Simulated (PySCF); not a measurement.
## 2-Chloropyridine: calculation and literature

Molfile (atoms numbered from 1):
```
C5H4ClN
     RDKit          3D

 11 11  0  0  0  0  0  0  0  0999 V2000
    2.4617   -1.7973   -0.6035 Cl  0  0  0  0  0  0  0  0  0  0  0  0
    1.0563   -0.8690   -0.1996 C   0  0  0  0  0  0  0  0  0  0  0  0
    0.8713    0.3568   -0.8282 C   0  0  0  0  0  0  0  0  0  0  0  0
   -0.2575    1.0784   -0.4891 C   0  0  0  0  0  0  0  0  0  0  0  0
   -1.1388    0.5549    0.4462 C   0  0  0  0  0  0  0  0  0  0  0  0
   -0.8444   -0.6779    1.0020 C   0  0  0  0  0  0  0  0  0  0  0  0
    0.2382   -1.3851    0.6865 N   0  0  0  0  0  0  0  0  0  0  0  0
    1.5897    0.7181   -1.5514 H   0  0  0  0  0  0  0  0  0  0  0  0
   -0.4464    2.0403   -0.9517 H   0  0  0  0  0  0  0  0  0  0  0  0
   -2.0337    1.0892    0.7386 H   0  0  0  0  0  0  0  0  0  0  0  0
   -1.5044   -1.1275    1.7374 H   0  0  0  0  0  0  0  0  0  0  0  0
  1  2  1  0
  2  3  2  0
  3  4  1  0
  4  5  2  0
  5  6  1  0
  6  7  2  0
  7  2  1  0
  3  8  1  0
  4  9  1  0
  5 10  1  0
  6 11  1  0
M  END
```

Published estimates (parent shift plus substituent increments) and measurements: δ $^{13}$C C2 151.6; C6 149.8; C4 138.7; C3 124.5; C5 122.3; δ $^{1}$H H11 8.49; H9 7.64; H8 7.34; H10 7.25 ppm (estimated from measurements, as parent shift plus tabulated substituent increment; solution, not stated per compound (mostly CDCl3 or CCl4); Pretsch, Buehlmann, Badertscher, Structure Determination of Organic Compounds, 4th ed. (2009)).

- geometry: PBE0-D3(BJ)/def2-TZVP
- B97-2/pcSseg-2 with gauge-including orbitals
- program: PySCF
- non-relativistic, in vacuum, one computed conformer

(1) Set the calculated values beside the experiment.

(2) How far are the unscaled $^{13}$C shifts from the references?

(3) How far are the unscaled $^{1}$H shifts from the references?

Answers

(1) 
Reference values: estimated from measurements, as parent shift plus tabulated substituent increment (solution, not stated per compound (mostly CDCl3 or CCl4); Pretsch, Buehlmann, Badertscher, Structure Determination of Organic Compounds, 4th ed. (2009)).
```
atoms    quantity  reference  computed  computed, scaled
   C2  δ $^{13}$C      151.6     166.8             154.4
   C6  δ $^{13}$C      149.8     157.5             149.9
   C4  δ $^{13}$C      138.7     144.3             137.2
   C3  δ $^{13}$C      124.5     130.8             124.2
   C5  δ $^{13}$C      122.3     126.7             120.2
  H11   δ $^{1}$H       8.49      8.65              8.25
   H9   δ $^{1}$H       7.64      7.74              7.40
   H8   δ $^{1}$H       7.34      7.46              7.14
  H10   δ $^{1}$H       7.25      7.24              6.93
```

Computed shifts are σ(ref) − σ with the named reference compound (TMS for H and C) calculated as an isolated molecule at the same level. The measured values may be among those fitted. Scaled to experiment by linear calibration (H and C: mostly CDCl3 data, vs TMS): $^{13}$C: δ = 176.83 − 0.965σ -4.5 per attached Cl (rms 2.0 ppm, 507 shifts, 2.1 ppm with the 1 outlier that the fit left out); $^{1}$H: δ = 29.81 − 0.938σ (rms 0.14 ppm, 293 shifts, 0.16 ppm with the 4 outliers that the fit left out). A few per cent of atoms miss by over 2 rms, more outside the fitted compound classes.

(2) Mean signed difference +7.84 ppm, mean absolute 7.84 ppm over 5 comparisons; the largest is +15.2 ppm at C2 (aromatic carbon bearing chlorine).

(3) Mean signed difference +0.09 ppm, mean absolute 0.10 ppm over 4 comparisons; the largest is +0.16 ppm at H11 (hydrogen on an aromatic CH next to a ring nitrogen).

Carbons that carry Cl, above all several Cl atoms, come out too deshielded, partly because spin–orbit coupling is missing.
